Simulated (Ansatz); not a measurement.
Reaction (atomization): `NC(O)[SiH2]F` → C• + F• + 6 H• + N• + O• + Si•

Calculated with Ansatz (gas phase, PBE0-D4/def2-TZVP geometries, no zero-point term in ΔE). CCSD(T)/CBS adds triple-zeta CCSD(T) − MP2 to the extrapolated MP2 energy (def2 sets, frozen cores). This one scheme is used for every species, atoms too. For atomizations the MP2-based limit and the directly extrapolated one differ by several kJ/mol either way, and by 10 to 25 for some Ge, Se and Sn compounds, so smaller differences from it don't rank the levels. DFT in def2-TZVPP. No spin–orbit coupling; open shells (•) take unrestricted orbitals. Spin–orbit coupling would lower the free atoms: a little for C, F, O, Si. Each species was taken in one conformer, which may not be the lowest.

`NC(O)[SiH2]F`:

```xyz
11

N     1.172    0.369   -0.833
C     0.500   -0.101    0.361
O     0.592    0.868    1.384
Si   -1.343   -0.452    0.091
F    -1.900    0.716   -0.860
H     0.586    0.958   -1.412
H     1.547   -0.384   -1.391
H     1.008   -1.031    0.661
H     1.478    1.246    1.316
H    -2.148   -0.458    1.335
H    -1.491   -1.731   -0.652
```

```tsv
level	ΔE (kJ/mol)
LDA (SPW92)	4584.2
revPBE	3866.0
BLYP	3929.9
SCS-MP2/def2-QZVPP	3998.6
```

Problem. What does CCSD(T)/CBS give? (An estimate is asked.)

Solution. Computed: +3978.2 kJ/mol. The listed levels differ from it by 606.0, -112.2, -48.3, 20.4 kJ/mol.

Largest T1 diagnostic among the species: 0.012.

At CCSD(T), def2-SVP lies −294.0 kJ/mol from the extrapolated value and def2-TZVPP −124.6 kJ/mol: correlation converges slowly with the basis, and small sets miss more of it in the bonded molecule than in its fragments. The D4 term adds +32.3 kJ/mol with B3LYP and +16.8 kJ/mol with PBE0; it sums over pairs of atoms, weighted by their polarisabilities, and B3LYP, whose exchange is more repulsive, gets the larger term.

B3LYP here is the variant with VWN-RPA as its local correlation; programs differ in this.
